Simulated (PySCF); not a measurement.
Br₂Ga, multiplicity 2. Atoms are numbered in the order given.

```xyz
3

Ga     0.0000     0.0000     0.8103
Br     0.0000    -2.0356    -0.3588
Br     0.0000     2.0356    -0.3588
```
Charge 0, spin multiplicity 2.

Geometry: B3LYP-D3(BJ)/def2-SVP. The multiplicity is an assumed one; no other spin state was optimised. The isomer is the one that the SMILES or the coordinates give; other isomers of the formula were not compared.

Computed with PBE/def2-TZVPD run with PySCF.

- total energy: -7072.19316 hartree
- point group: C2v
- α spin, highest occupied and lowest empty level: -5.96 and -2.89 eV
- β spin, highest occupied and lowest empty level: -7.29 and -5.06 eV
- dipole moment: 1.47 D
- quadrupole, principal values (traceless, Buckingham form, about the centre of nuclear charge): -5.38, 2.57, 2.81 D·Å
- mean static polarisability: 84.5 bohr³ (12.53 Å³)
- polarisability, principal values: 61.2, 74.5, 117.9 bohr³
- ⟨S²⟩: 0.752 (pure state 0.75)
